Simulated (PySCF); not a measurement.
Problem. What does the GFN2-xTB structure of `CN[Si@@H](N)N(C)C` look like in three dimensions?

Solution. 
```
atom  x, y, z in Å
C1     2.5652    1.2995    0.5875
N2     1.1546    1.0156    0.6139
Si3    0.4585   -0.1848   -0.4016
N4     1.0675   -1.7748   -0.0808
N5    -1.2126   -0.2130    0.0029
C6    -2.0282   -1.3456   -0.3411
C7    -1.9654    1.0148   -0.0030
H8     2.9044    1.2801   -0.4458
H9     2.7608    2.2921    0.9988
H10    3.1597    0.5710    1.1534
H11    0.7772    1.0963    1.5457
H12    0.7609    0.2735   -1.7746
H13    2.0585   -1.8456    0.0813
H14    0.7745   -2.5415   -0.6631
H15   -2.3883   -1.2956   -1.3782
H16   -2.9009   -1.3865    0.3168
H17   -1.4536   -2.2571   -0.2137
H18   -2.4260    1.2051   -0.9810
H19   -1.3070    1.8436    0.2365
H20   -2.7649    0.9638    0.7429
```

Any rigid rotation of these coordinates is as good. Atoms count from 1 in this order. N2 (silicon-bound nitrogen) has angles 121.6°, 116.7° and 111.6°, sum 349.9°, 0.25 Å off the plane of its three neighbours. All 3 C–N bonds measure 1.437 to 1.440 Å. Of the pairs four or more bonds apart, N4···H17 is among the closest relative to their van der Waals radii: 2.57 Å, 93 % of the sum of Bondi's values. Si3 (SiH silicon) is distorted tetrahedral (angles from 104.4° to 115.0°).

Bonds between heavy atoms (Å): C1–N2 1.439, N2–Si3 1.719, Si3–N4 1.733, Si3–N5 1.720, N5–C6 1.437, N5–C7 1.440.

Structure optimised with GFN2-xTB, isolated species.

Point group: C1 (no symmetry element, even within 0.4 Å). GFN2-xTB frequencies: not computed here. One conformer, not necessarily the lowest (C1–N2–Si3–N4 62°, N2–Si3–N4–H -42° and -176°, N2–Si3–N5–C6 -161°).
